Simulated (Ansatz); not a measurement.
Reaction (ligand exchange at the Si–O bond): `[SiH3]O[Si]O[SiH3]` + HBr → `[SiH3]O[Si]Br` + silanol

Program: Ansatz. Geometries: PBE0-D4/def2-TZVP. ΔE: electronic, gas phase. CCSD(T)/CBS adds triple-zeta CCSD(T) − MP2 to the extrapolated MP2 energy (def2 sets, frozen cores). DFT in def2-TZVPP. B3LYP here is the variant with VWN-RPA as its local correlation; programs differ in this. For Br outer-core shells are correlated without core-valence functions, which leaves a few kJ/mol of doubt a bond. Scalar relativity is left out up to krypton. One conformer a species, not always the lowest.

| level | ΔE (kJ/mol) | difference from CCSD(T)/CBS |
| --- | --- | --- |
| LDA (SPW92) | 8.8 | -5.9 |
| B97M-V | 18.4 | 3.7 |
| B3LYP-D4 | 15.1 | 0.4 |
| r2SCAN0-D4 | 12.8 | -1.9 |
| BHLYP-D4 | 19.1 | 4.4 |
| ωB97X-V | 17.1 | 2.4 |
| PBE-QIDH | 12.2 | -2.5 |
| PBE | 2.8 | -11.9 |
| LC-ωPBE | 18.0 | 3.3 |
| HF/def2-SVP | 23.1 | 8.4 |
| MP2/def2-SVP | 18.5 | 3.8 |
| CCSD/def2-SVP | 21.9 | 7.2 |
| CCSD/def2-TZVPP | 22.3 | 7.6 |
| CCSD(T)/def2-TZVPP | 20.2 | 5.5 |
| HF/def2-QZVPP | 28.4 | 13.7 |
| SCS-MP2/def2-QZVPP | 18.9 | 4.2 |
| CCSD(T)/CBS | 14.7 | 0 |

Largest T1 diagnostic among the species: 0.014.

In def2-TZVPP, CCSD(T) changes the Hartree–Fock value by −4.9 kJ/mol (the triples alone add −2.1 kJ/mol) and MP2 by −9.1 kJ/mol. From PBE to PBE0 (25 % exact exchange), in def2-TZVPP and without D4, ΔE moves by +3.7 kJ/mol. Leaving LDA and LC-ωPBE aside and taking each functional with its dispersion term where it has one, the values, not all of them listed here, spread over 20.7 kJ/mol, from PBE-D4 to CAM-B3LYP-D4. LDA lies +6.1 kJ/mol from PBE without D4.
